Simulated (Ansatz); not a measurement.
A made-up structure of BNH$_{4}$Te, closed shell:

```
7
angstrom
N -0.8947 0.8171 -0.4064
B -0.1105 -0.1227 0.2472
Te 1.8442 -0.6778 -0.5031
H -1.8030 1.0781 -0.0621
H -0.6324 1.3000 -1.2485
H 2.8656 0.2695 -1.4599
H 2.1018 -1.7494 0.7296
```

It is relaxed with PBE-D4/def2-SVP and then PBE0-D4/def2-TZVP (Ansatz 0.2.0). Atoms count as bonded within 1.22 times the sum of their covalent radii (H–H: 0.88 Å). The end point is not checked to be a true minimum.

Task: Does its bonding change? (Judge from chemistry; the calculation decides.)

Result: Computed: No: no bond forms or breaks.

Where it ends: The first stage lowers the energy by 1.33 eV in 15 steps. It ends as BNH₄Te ([NH2][B][TeH2]):
```xyz
7
angstrom
N -1.0503 0.8516 -0.3221
B -0.4340 -0.3420 -0.0221
Te 1.8132 -0.9215 -0.9069
H -1.9982 1.0179 -0.0170
H -0.6345 1.6254 -0.8155
H 3.4025 -0.3619 -1.2964
H 2.2721 -0.9548 0.6768
```

Labels in which every atom is bracketed show which atoms are joined, not bond orders.

For scale, one of the runs: PBE0-D4/def2-TZVP relaxation, 136 basis functions, launched by `ansatz run in.yaml --threads 2 --pin off --events-out ev --progress --plain --max-ram 4352MiB`. Hardware: 2 CPU threads of an Arm Neoverse V1, shared host. Wall time about 32 s.
